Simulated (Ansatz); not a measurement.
System: chloro(trimethyl)silane, C3H9ClSi, net charge 0, singlet state. 
Coordinates optimised at B3LYP-D3(BJ)/def2-TZVP (Ansatz, a first-principles code):
```
Si
C 1 1.8663
H 2 1.0913 1 111.02
H 2 1.0913 3 108.07 1 -121.97
H 2 1.0932 3 108.13 4 -116.82
C 1 1.8663 2 111.47 3 -177.48
H 6 1.0913 1 111.02 2 177.48
H 6 1.0913 7 108.07 1 121.97
H 6 1.0932 7 108.13 8 116.82
C 1 1.8663 2 111.47 3 57.25
H 10 1.0913 1 111.02 2 -57.25
H 10 1.0913 11 108.07 1 121.97
H 10 1.0932 11 108.13 12 116.82
Cl 1 2.0919 2 107.39 3 -60.12
```

Quantity: atomisation energy (electronic, to ground-state atoms); the coupled-cluster value holds the core correlation from cc-pwCVTZ, in eV. Cores are frozen in the correlated levels unless marked. UHF or UKS for open shells. Spin-orbit coupling is left out. No relativistic terms. CBS(X,Y): correlation extrapolated as X^-3; Hartree-Fock from the larger set.

Level to compare with: CCSD(T)/CBS(cc-pV(T+d)Z,cc-pV(Q+d)Z) plus the core term (Ansatz), 54.78 eV. It is a level with limits of its own, and the differences hold the functionals' basis error too.

Task: Rank these functionals by how close they come to CCSD(T)/CBS(cc-pV(T+d)Z,cc-pV(Q+d)Z), closest first: PBE0/def2-TZVPD (Ansatz); BHLYP/def2-TZVPD (Ansatz); r2SCAN0/def2-TZVPD (Ansatz).

Result: PBE0/def2-TZVPD (global hybrid, 54.37 eV, difference -0.41), r2SCAN0/def2-TZVPD (hybrid meta-GGA, 54.20 eV, difference -0.58), BHLYP/def2-TZVPD (global hybrid, 53.14 eV, difference -1.64)
